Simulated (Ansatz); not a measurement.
A first, cheap relaxation of CH6GeSSi, SMILES `[GeH3][SiH]1CS1`.

```yaml
crystal:
  periodic: [false, false, false]
  atoms:
    - {symbol: Ge, position_ang: [-1.099300, 1.241400, 0.306400]}
    - {symbol: Si, position_ang: [0.412600, -0.038200, -0.781600]}
    - {symbol: C, position_ang: [1.135200, -1.317600, 0.256500]}
    - {symbol: S, position_ang: [-0.070500, -2.149800, -0.629700]}
    - {symbol: H, position_ang: [-2.449800, 1.317000, -0.559900]}
    - {symbol: H, position_ang: [-1.446600, 0.702700, 1.691100]}
    - {symbol: H, position_ang: [-0.561600, 2.725300, 0.457500]}
    - {symbol: H, position_ang: [1.018800, 0.290600, -2.109700]}
    - {symbol: H, position_ang: [0.958500, -1.191000, 1.395500]}
    - {symbol: H, position_ang: [2.185800, -1.631600, -0.023200]}
basis:
  gaussian: {orbitals: def2-SVP}
hamiltonian: {xc: pbe, dispersion: d4}
relax: {f_tol: 0.03, max_steps: 200}
```

```sh
$ ansatz run in.yaml --threads 4 --pin off --events-out ev --progress --plain --max-ram 10444MiB
```

Shortened log:

```
Functional definition: PBE
mean field -76332.61563643 eV, -2805.1718845337 hartree, gradient 1.3e-5 eV, S^2 0.000000; 0 other end points of the search recorded, 0 dependent functions left out
relax step   1: F+E_penalty+E_count = -76332.88206282 eV  Δ(F+E_penalty+E_count) = +0.000e0 eV  max|allowed force component| = 3.500e0 eV/Å  Δτ_max = 0.0000 Å  (28 SCF iters, accepted)
mean field -76333.04902872 eV, -2805.1878114066 hartree, gradient 7.0e-6 eV, S^2 0.000000; 0 other end points of the search recorded, 0 dependent functions left out
relax step   2: F+E_penalty+E_count = -76333.30866101 eV  Δ(F+E_penalty+E_count) = -4.266e-1 eV  max|allowed force component| = 1.772e0 eV/Å  Δτ_max = 0.1928 Å  (29 SCF iters, accepted)
mean field -76333.10601765 eV, -2805.1899057109 hartree, gradient 1.8e-5 eV, S^2 0.000000; 0 other end points of the search recorded, 0 dependent functions left out
relax step   3: F+E_penalty+E_count = -76333.36387476 eV  Δ(F+E_penalty+E_count) = -5.521e-2 eV  max|allowed force component| = 1.275e0 eV/Å  Δτ_max = 0.1141 Å  (34 SCF iters, accepted)
mean field -76333.16905653 eV, -2805.1922223471 hartree, gradient 2.0e-5 eV, S^2 0.000000; 0 other end points of the search recorded, 0 dependent functions left out
relax step   4: F+E_penalty+E_count = -76333.42762509 eV  Δ(F+E_penalty+E_count) = -6.375e-2 eV  max|allowed force component| = 1.041e-1 eV/Å  Δτ_max = 0.0863 Å  (28 SCF iters, accepted)
mean field -76333.17081438 eV, -2805.1922869471 hartree, gradient 1.9e-5 eV, S^2 0.000000; 0 other end points of the search recorded, 0 dependent functions left out
relax step   5: F+E_penalty+E_count = -76333.42895213 eV  Δ(F+E_penalty+E_count) = -1.327e-3 eV  max|allowed force component| = 4.058e-2 eV/Å  Δτ_max = 0.0206 Å  (29 SCF iters, accepted)
mean field -76333.17206048 eV, -2805.1923327404 hartree, gradient 1.9e-5 eV, S^2 0.000000; 0 other end points of the search recorded, 0 dependent functions left out
relax step   6: F+E_penalty+E_count = -76333.42962750 eV  Δ(F+E_penalty+E_count) = -6.754e-4 eV  max|allowed force component| = 1.473e-2 eV/Å  Δτ_max = 0.0159 Å  (30 SCF iters, accepted)
mean field -76333.17206048 eV, -2805.1923327404 hartree, gradient 1.8e-5 eV, S^2 0.000000; 1 other end points of the search recorded, 0 dependent functions left out
Total energy: -76333.42966524 eV, -2805.2017995405 hartree
Atom 0 at    -1.197274     1.343259     0.263938 Å, force    -0.007202    -0.003141     0.005190 eV/Å
Atom 1 at     0.344198    -0.127406    -0.791338 Å, force     0.006654    -0.005712     0.014730 eV/Å
Atom 2 at     1.267503    -1.347404     0.289156 Å, force    -0.007888     0.005565    -0.003452 eV/Å
Atom 3 at    -0.128423    -2.202082    -0.625688 Å, force     0.004084    -0.001465    -0.011519 eV/Å
Atom 4 at    -2.509131     1.448413    -0.555289 Å, force     0.006907    -0.001406    -0.004127 eV/Å
Atom 5 at    -1.517369     0.739412     1.654842 Å, force    -0.002676     0.007873     0.003021 eV/Å
Atom 6 at    -0.613403     2.770514     0.446897 Å, force     0.002114    -0.001162    -0.002498 eV/Å
Atom 7 at     1.031005     0.328164    -2.047061 Å, force    -0.007356     0.000990    -0.002566 eV/Å
Atom 8 at     1.131134    -1.321582     1.385334 Å, force     0.003805     0.003423     0.002115 eV/Å
Atom 9 at     2.274861    -1.682488    -0.017890 Å, force     0.001559    -0.004964    -0.000893 eV/Å
Dipole moment:     0.152874     0.304894     0.078274 e Å
```

Hardware: 4 threads of an Arm Neoverse V1 on a shared host. Wall time 9.5 s, peak host memory 0.17 GiB.
